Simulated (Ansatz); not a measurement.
Reaction (formal exchange of groups at a Ge–Cl bond): `B[CH2][GeH2][Cl]` + CH₄ → `B[CH2][GeH2][CH3]` + HCl

Computed with Ansatz on PBE0-D4/def2-TZVP structures; ΔE is electronic, products minus reactants. CCSD(T)/CBS is the MP2 limit (def2-TZVPP, def2-QZVPP) plus CCSD(T) − MP2 in def2-TZVPP, frozen cores. This one scheme is used for every species. DFT in def2-TZVPP. B3LYP here is the variant with VWN-RPA as its local correlation; programs differ in this. For Ge outer-core shells are correlated without core-valence functions, which leaves a few kJ/mol of doubt a bond. Scalar relativity is left out up to krypton. Each species was taken in one conformer, which may not be the lowest.

```json
{"level": "PBE-D4", "ΔE (kcal/mol)": "21.1", "difference from CCSD(T)/CBS": "-0.1"}
{"level": "PBE0-D4", "ΔE (kcal/mol)": "21.9", "difference from CCSD(T)/CBS": "0.7"}
{"level": "ωB97X-V", "ΔE (kcal/mol)": "22.8", "difference from CCSD(T)/CBS": "1.6"}
{"level": "PBE", "ΔE (kcal/mol)": "21.5", "difference from CCSD(T)/CBS": "0.3"}
{"level": "r2SCAN", "ΔE (kcal/mol)": "22.7", "difference from CCSD(T)/CBS": "1.5"}
{"level": "PBE0", "ΔE (kcal/mol)": "22.2", "difference from CCSD(T)/CBS": "1.0"}
{"level": "B3LYP", "ΔE (kcal/mol)": "23.9", "difference from CCSD(T)/CBS": "2.7"}
{"level": "HF/def2-TZVPP", "ΔE (kcal/mol)": "28.0", "difference from CCSD(T)/CBS": "6.8"}
{"level": "MP2/def2-TZVPP", "ΔE (kcal/mol)": "21.2", "difference from CCSD(T)/CBS": "0.0"}
{"level": "CCSD/def2-TZVPP", "ΔE (kcal/mol)": "21.3", "difference from CCSD(T)/CBS": "0.1"}
{"level": "CCSD(T)/def2-TZVPP", "ΔE (kcal/mol)": "20.7", "difference from CCSD(T)/CBS": "-0.5"}
{"level": "HF/def2-QZVPP", "ΔE (kcal/mol)": "28.1", "difference from CCSD(T)/CBS": "6.9"}
{"level": "SCS-MP2/def2-QZVPP", "ΔE (kcal/mol)": "22.6", "difference from CCSD(T)/CBS": "1.4"}
{"level": "HF/CBS(def2)", "ΔE (kcal/mol)": "28.1", "difference from CCSD(T)/CBS": "6.9"}
{"level": "MP2/CBS(def2)", "ΔE (kcal/mol)": "21.7", "difference from CCSD(T)/CBS": "0.5"}
{"level": "CCSD/CBS(def2)", "ΔE (kcal/mol)": "21.8", "difference from CCSD(T)/CBS": "0.6"}
{"level": "CCSD(T)/CBS", "ΔE (kcal/mol)": "21.2", "difference from CCSD(T)/CBS": "0"}
```

Largest T1 diagnostic among the species: 0.011.

In def2-TZVPP, CCSD(T) changes the Hartree–Fock value by −7.3 kcal/mol (the triples alone add −0.6 kcal/mol) and MP2 by −6.8 kcal/mol.
